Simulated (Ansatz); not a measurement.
One change: `[F][AlH][SiH2][SiH2][AlH2]` becomes `[F][AlH][SiH2]Cl`.

Ansatz, PBE0-D4/def2-TZVP geometries, multiplicity 1. Each molecule was computed in one conformer, which needn't be the lowest. `[F][AlH][SiH2][SiH2][AlH2]` holds a close contact that its SMILES doesn't draw: Al···F 1.96 Å.

```json
{"property": "LUMO energy (PBE/def2-TZVPP) / eV", "`[F][AlH][SiH2][SiH2][AlH2]`": "-3.12"}
{"property": "HOMO–LUMO gap (PBE0/def2-TZVPP) / eV", "`[F][AlH][SiH2][SiH2][AlH2]`": "4.57"}
{"property": "HOMO energy (B3LYP/def2-TZVPP) / eV", "`[F][AlH][SiH2][SiH2][AlH2]`": "-6.75"}
{"property": "zero-point energy (PBE0-D4/def2-TZVP) / kJ/mol", "`[F][AlH][SiH2][SiH2][AlH2]`": "151.8"}
{"property": "size of the dipole moment (B3LYP/def2-TZVPP) / D", "`[F][AlH][SiH2][SiH2][AlH2]`": "3.29"}
{"property": "HOMO energy (ωB97M-V/def2-TZVPP) / eV", "`[F][AlH][SiH2][SiH2][AlH2]`": "-8.89"}
```

Question: Give the same properties after the change, and the shifts. (Estimate.)

Answer: Computed: 
| property | `[F][AlH][SiH2]Cl` | shift |
| --- | --- | --- |
| LUMO energy (PBE/def2-TZVPP) / eV | -2.75 | 0.37 |
| HOMO–LUMO gap (PBE0/def2-TZVPP) / eV | 5.84 | 1.27 |
| HOMO energy (B3LYP/def2-TZVPP) / eV | -7.66 | -0.91 |
| zero-point energy (PBE0-D4/def2-TZVP) / kJ/mol | 73.5 | -78.3 |
| size of the dipole moment (B3LYP/def2-TZVPP) / D | 0.08 | -3.21 |
| HOMO energy (ωB97M-V/def2-TZVPP) / eV | -9.85 | -0.96 |

With PBE0 the HOMO falls by 0.90 eV and the LUMO rises by 0.37 eV, so the gap widens by about 1.27 eV. PBE moves the HOMO by -0.74 eV and ωB97M-V by -0.96 eV. The zero-point energy changes by -78.3 kJ/mol with -15 modes. Dipoles are sizes alone; their direction can turn.

B3LYP here is the variant with VWN-RPA as its local correlation; programs differ in this.
